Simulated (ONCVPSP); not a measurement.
## Configuration tests for Br (Z = 35) (ONCV)

| Property | Result |
| --- | --- |
| Element | Br |
| Generator | ONCVPSP 4.0.1 |
| Type | optimised norm-conserving Vanderbilt (ONCV) |
| Functional | PBEsol |
| Relativity | scalar-relativistic |
| Frozen core | [Ne] |
| Valence charge | 25 |
| Reference configuration | 3s2 3p6 3d10 4s2 4p4.75 (charge +0.25) |
| Partial waves | 3s+4s: rc 0.90 bohr, ncon 4, nbas 8, qcut 11.8 1/bohr, 2 projectors; 3p+4p: rc 1.05 bohr, ncon 4, nbas 8, qcut 15.6 1/bohr, 2 projectors; 3d: rc 1.00 bohr, ncon 3, nbas 8, qcut 18.9 1/bohr, 1 projector |
| Local potential | polynomial inside 0.70 bohr (lpopt 5, dvloc0 2 Ha) |
| Core correction | none |

Energies are relative to the spin-unpolarised reference configuration 3s2 3p6 3d10 4s2 4p4.75; without spin polarisation the order of configurations can differ from experiment.

Question: Give the all-electron excitation energy and the error of the potential for: 3s2 3p6 3d10 4s2 4p5; 3s2 3p6 3d10 4s2 4p4; 3s2 3p6 3d10 4s2 4p3; 3s2 3p6 3d10 4s1 4p5.

Answer:

```csv
valence configuration,charge,ΔE all-electron (eV),error AE − PS (meV)
3s2 3p6 3d10 4s2 4p5,0,-2.246,+0.2
3s2 3p6 3d10 4s2 4p4,+1,10.307,-1.2
3s2 3p6 3d10 4s2 4p3,+2,33.079,-4.0
3s2 3p6 3d10 4s1 4p5,+1,23.315,-1.6
```

Levels in the configuration 3s2 3p6 3d10 4s2 4p3:

```tsv
level	all-electron (eV)	pseudo (eV)
3s	-261.761	-261.781
3p	-197.377	-197.383
3d	-90.785	-90.789
4s	-41.859	-41.859
4p	-28.244	-28.243
```
